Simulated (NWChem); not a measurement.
System meant: BSiH$_{4}$OF; SMILES [SiH3]B(O)F

Input file for NWChem:

```
start job
memory heap 200 mb stack 900 mb global 1100 mb
geometry units angstroms noautoz
  B     -0.032561    -0.558512     0.002212
  F      1.102923    -1.267910    -0.003441
  O     -1.203428    -1.220563     0.001959
  H     -1.085403    -2.180793    -0.003353
  Si     0.029592     1.473482     0.001754
  H     -1.338011     2.063216     0.118435
  H      0.655716     1.964802    -1.266611
  H      0.866671     1.966433     1.140545
end
basis spherical
  B library def2-svp
  F library def2-svp
  O library def2-svp
  H library def2-svp
  Si library def2-svp
end
dft
  xc xpbe96 cpbe96
  iterations 4
  mulliken
end
task dft energy
```

End of the output:

```
    Atom       Charge   Shell Charges
 -----------   ------   -------------------------------------------------------
    1 B    5     5.30   1.96  0.54  0.28  1.41  0.68  0.43
    2 F    9     8.95   1.98  0.99  0.71  3.19  2.08  0.01
    3 O    8     7.94   1.97  0.85  0.55  2.70  1.84  0.02
    4 H    1     0.90   0.55  0.17  0.18
    5 Si  14    13.71   2.00  1.93  0.68  0.35  5.82  1.37  1.38  0.18
    6 H    1     1.07   0.63  0.41  0.02
    7 H    1     1.07   0.63  0.41  0.02
    8 H    1     1.07   0.63  0.41  0.02

 center of mass
 --------------
 x =   0.04891373 y =  -0.13548830 z =   0.00046821

 moments of inertia (a.u.)
 ------------------
         493.130312974437          -0.000000000000          -0.000000000000
          -0.000000000000         190.701640606673           0.000000000000
          -0.000000000000           0.000000000000         662.819043774058

     Multipole analysis of the density
     ---------------------------------

     L   x y z        total         alpha         beta         nuclear
     -   - - -        -----         -----         ----         -------
     0   0 0 0     -0.000000    -20.000000    -20.000000     40.000000

     1   1 0 0     -0.127943     -0.063971     -0.063971     -0.000000
     1   0 1 0     -0.653782     -0.326891     -0.326891     -0.000000
     1   0 0 1     -0.003103     -0.001551     -0.001551      0.000000

     2   2 0 0    -25.400850    -60.274951    -60.274951     95.149052
     2   1 1 0      1.690233     -2.500169     -2.500169      6.690570
     2   1 0 1      0.006740     -0.000462     -0.000462      0.007664
     2   0 2 0    -20.731789   -144.513341   -144.513341    268.294893
     2   0 1 1      0.003196      0.002249      0.002249     -0.001301
     2   0 0 2    -23.066444    -16.745606    -16.745606     10.424767

 ------------------------------------------------------------------------
 dft energy failed                                                                                  0
 ------------------------------------------------------------------------
 ------------------------------------------------------------------------
  current input line :
    25: task dft energy
 ------------------------------------------------------------------------
 ------------------------------------------------------------------------
 This type of error is most commonly associated with calculations not reaching convergence criteria
 ------------------------------------------------------------------------
 For more information see the NWChem manual at https://nwchemgit.github.io

0:dft energy failed:Received an Error in Communication
```

Can this run be used? If not, why, and what is the fix?

The run did not converge; its last values are not results. Cause: the SCF was allowed too few iterations. This input runs:
```
start job
memory heap 200 mb stack 900 mb global 1100 mb
geometry units angstroms noautoz
  B     -0.032561    -0.558512     0.002212
  F      1.102923    -1.267910    -0.003441
  O     -1.203428    -1.220563     0.001959
  H     -1.085403    -2.180793    -0.003353
  Si     0.029592     1.473482     0.001754
  H     -1.338011     2.063216     0.118435
  H      0.655716     1.964802    -1.266611
  H      0.866671     1.966433     1.140545
end
basis spherical
  B library def2-svp
  F library def2-svp
  O library def2-svp
  H library def2-svp
  Si library def2-svp
end
dft
  xc xpbe96 cpbe96
  iterations 150
  mulliken
end
task dft energy
```
It converges to -491.29415 Ha (PBE/def2-SVP).
